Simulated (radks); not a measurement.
Numerical settings for neutral chlorine, [Ne] 3s2 3p5. Calculated with a radial shooting solver on a logarithmic mesh with Libxc functionals: scalar-relativistic Kohn-Sham, PBEsol, spin-unpolarised, spherical densities, finite nucleus; Fermi nuclear charge, rms radius 3.3654 fm. The defaults (mesh step 0.008 in ln r, mesh end at 40 bohr or more with all orbitals vanishing there, Anderson mixing 0.5 over 9 steps, residual threshold near 1e-9 with the energy settled to 1e-9 hartree or 1e-11 of itself, here a cap of 60 iterations) give E = -460.7403 hartree and 3p at -8.562 eV in 13 iterations. Run on one thread of a shared host, so times are rough (Arm Neoverse V2): 0.05 s of CPU time, 0.05 s wall, 13 iterations on 2309 mesh points. Changes against that run (0 stands for a change within the tolerance of the run):

setting,iterations,converged,E (mhartree),e(3p) (meV),CPU (s)
mesh step in ln r 0.05,13,yes,-0.000173,0,0.01
mesh step in ln r 0.02,13,yes,0,0,0.02
mesh step in ln r 0.12,60,no,-2.18e+06,-,0.1
mesh end (bohr) 2,12,level above zero,+6.85e+03,+5.16e+04,0.03
mesh end (bohr) 400,13,yes,0,0,0.05
residual threshold 0.01,9,yes,0,-0.00977,0.04
residual threshold 1e-16,60,no,0,0,0.13
mixing 1,10,yes,0,0,0.04
"linear mixing, mixing 0.05",60,no,+0.214,-303,0.19
"linear mixing, mixing 0.8",32,yes,0,0,0.1
mixing history 20,18,yes,0,0,0.06
iteration cap 5,5,no,+0.00526,+34.5,0.02

Settled on a wrong energy, with an occupied level pushed above zero by the early mesh end: mesh end (bohr) 2 (+6.85 hartree). Apart from these: no run marked as converged misses the energy by more than 1 mhartree. A mesh that ends early acts as a hard wall.
